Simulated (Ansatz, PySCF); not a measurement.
Process, species as SMILES: C=N (CH3N) → C=[N] + H atom (the H-N bond at the site shown breaks; other sites are not compared here)
Geometries: B3LYP-D3(BJ)/def2-TZVP minima from Ansatz (a program for electronic structure). Markedly spin-contaminated UHF reference, which strains HF, MP2 and, less, CCSD(T): C=[N].

Property: bond dissociation energy (enthalpy at 298 K, with B3LYP-D3(BJ) rigid-rotor harmonic-oscillator terms from PySCF), in kcal/mol. Correlated levels leave the core frozen unless marked. Open shells are spin-unrestricted. Spin-orbit coupling is left out. No relativistic terms. Basis-set limits of correlation are two-point, X^-3; Hartree-Fock from the larger set.

CCSD(T)/CBS(def2-TZVPPD,def2-QZVPPD) (Ansatz) gives 88.6 kcal/mol.

### Question
Another calculation gave 84.9 kcal/mol. Which level was it?
(A) B3LYP/def2-TZVPD (Ansatz)
(B) HF/def2-TZVPD (PySCF)
(C) r2SCANh/def2-TZVPD (Ansatz)
(D) SVWN5/def2-TZVPD (Ansatz)

### Answer
A, B3LYP/def2-TZVPD (Ansatz). The others give 82.2 (r2SCANh), 56.2 (HF), 97.2 (SVWN5) kcal/mol.
